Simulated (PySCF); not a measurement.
# Worked example: chemical shift, span and skew from a shielding tensor

SiF₂, SMILES F[Si]F (connectivity only; charge and spin as stated), neutral, multiplicity 1. Atoms are numbered in the order given.

```xyz
3

Si     0.0000     0.0000     0.5780
F      0.0000     1.2383    -0.4496
F      0.0000    -1.2383    -0.4496
```
Charge 0, spin multiplicity 1.

The structure is a stationary point at TPSSh-D3(BJ)/def2-TZVP. The isomer is the one that the SMILES or the coordinates give; other isomers of the formula were not compared.

GIAO shieldings from PBE/pcSseg-2 (PySCF), non-relativistic, no solvent. The symmetric part of the tensor of Si1 has the principal values 157.1, 298.8, 497.3 ppm. The same nucleus in TMS has σ = 324.1 ppm at this level (PySCF, at its B3LYP-D3(BJ)/def2-TZVP geometry).

Problem. Work out the isotropic shielding, the ²⁹Si shift against TMS, the span and the skew.

Solution. 
σ(iso) = (σ11 + σ22 + σ33)/3 = 317.7 ppm. δ = σ(ref) − σ(iso) = 324.1 − (317.7) = 6.4 ppm.
Span Ω = σ33 − σ11 = 340.2 ppm. Skew κ = 3(σ(iso) − σ22)/Ω = 0.17. Tumbling in solution averages the tensor to δ; in a static solid the shielding alone would spread this spin-1/2 line over Ω.
